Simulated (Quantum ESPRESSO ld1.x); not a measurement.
The numbers below are computed, except where a source is named.
The run below uses ld1.x (Quantum ESPRESSO 7.5).

```
 &input
    zed=19.0,
    iswitch=1,
    rel=0,
    dft='BLYP',
    config='[Ne]',
    verbosity='high',
    prefix='ld1',
    max_out_wfc=37,
    file_charge='ld1.rho',
 /
```

Command: `OMP_NUM_THREADS=1 ld1.x < ld1.in > ld1.out`

Output (excerpt):

```
     Program LD1 v.7.5 starts

     --------------------------- All-electron run ----------------------------

     atomic number is 19.00
     dft =BLYP   lsd =0 sic =0 latt =0  beta=0.20 tr2=1.0E-14
     Exchange-correlation= BLYP
                           (   1   3   1   3   0   0   0)
     mesh =1819 r(mesh) =  99.44065 a.u. xmin = -7.00 dx = 0.00800
     1 Ry =  13.60569312 eV

     n l     nl                  e(Ry)          e(Ha)          e(eV)
     1 0     1S 1( 2.00)    -272.895369597    -136.447684798  -3712.9306534
     2 0     2S 1( 2.00)     -39.868605182     -19.934302591   -542.4400074
     2 1     2P 1( 6.00)     -34.825308700     -17.412654350   -473.8224631

     final scf error:  2.2E-15 reached in  24 iterations

     Etot =   -1143.114769 Ry,    -571.557385 Ha,  -15552.868757 eV

     Ekin =    1142.312897 Ry,     571.156449 Ha,   15541.958728 eV
     Encl =   -2553.709661 Ry,   -1276.854831 Ha,  -34744.989979 eV
     Eh   =     324.981363 Ry,     162.490682 Ha,    4421.596697 eV
     Exc  =     -56.699368 Ry,     -28.349684 Ha,    -771.434203 eV
```

Run on one thread of a shared host, so times are rough (Intel(R) Xeon(R) Processor @ 2.60GHz): 0.5 s of CPU time, 1.1 s wall, 24 iterations on 1819 mesh points.
